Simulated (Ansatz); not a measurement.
Two isomers of C4H10Si: A = `C/C=C(\C)[SiH3]`, B = `C[SiH2]C1CC1`.

Program: Ansatz. Geometries: PBE0-D4/def2-TZVP. ΔE: electronic, gas phase. CCSD(T)/CBS is the MP2 limit (def2-TZVPP, def2-QZVPP) plus CCSD(T) − MP2 in def2-TZVPP, frozen cores. DFT in def2-TZVPP. B3LYP here is the variant with VWN-RPA as its local correlation; programs differ in this. One conformer a species, not always the lowest.

A:

```xyz
15

C    -0.4751   -2.1117    0.3744
C     0.3778   -0.9751   -0.0771
C     0.0883    0.3313   -0.0649
C    -1.2024    0.9170    0.4276
Si    1.3706    1.5250   -0.7007
H    -0.6468   -2.8102   -0.4509
H     0.0327   -2.6803    1.1601
H    -1.4451   -1.7980    0.7582
H     1.3529   -1.2730   -0.4609
H    -1.6988    1.4844   -0.3666
H    -1.9068    0.1663    0.7885
H    -1.0215    1.6235    1.2443
H     0.8356    2.3217   -1.8415
H     2.5775    0.7803   -1.1485
H     1.7611    2.4989    0.3582
```

B:

Z-matrix (Å, degrees):
```
C
Si 1 1.871
H 1 1.093 2 110.7
H 1 1.093 2 111.1 3 120.2
H 1 1.093 2 110.8 3 -119.8
C 2 1.855 1 112.1 3 58.3
H 2 1.493 1 110.0 3 -60.6
H 2 1.492 1 109.4 3 -178.9
C 6 1.509 2 119.6 1 -83.5
C 6 1.508 2 120.2 1 -152.9
H 6 1.087 2 116.2 1 61.3
H 9 1.083 6 117.7 2 142.2
H 9 1.084 6 118.1 2 -1.6
H 10 1.084 6 118.1 2 0.5
H 10 1.083 6 117.7 2 -143.1
```

(1) Which isomer does CCSD(T)/CBS put lower? Give the gap. (Estimate.)

(2) Give E(B) − E(A) in kJ/mol with HF/def2-TZVPP, B3LYP, MP2/def2-TZVPP, ωB97M-V, B3LYP-D4, r2SCAN-D4, CCSD/def2-TZVPP. (Estimate.)

Largest T1 diagnostic: 0.011.

Answers

(1) The calculation gave: B, by 9.1 kJ/mol.

(2) Computed: HF/def2-TZVPP 0.2, B3LYP -1.1, MP2/def2-TZVPP -19.7, ωB97M-V -17.3, B3LYP-D4 0.8, r2SCAN-D4 -16.6, CCSD/def2-TZVPP -10.7. The order is the other way round with B3LYP-D4.

From PBE to PBE0 (25 % exact exchange), in def2-TZVPP and without D4, E(B) − E(A) moves by −8.0 kJ/mol. In def2-TZVPP, CCSD(T) changes the Hartree–Fock value by −8.8 kJ/mol (the triples alone add +2.0 kJ/mol) and MP2 by −19.9 kJ/mol.
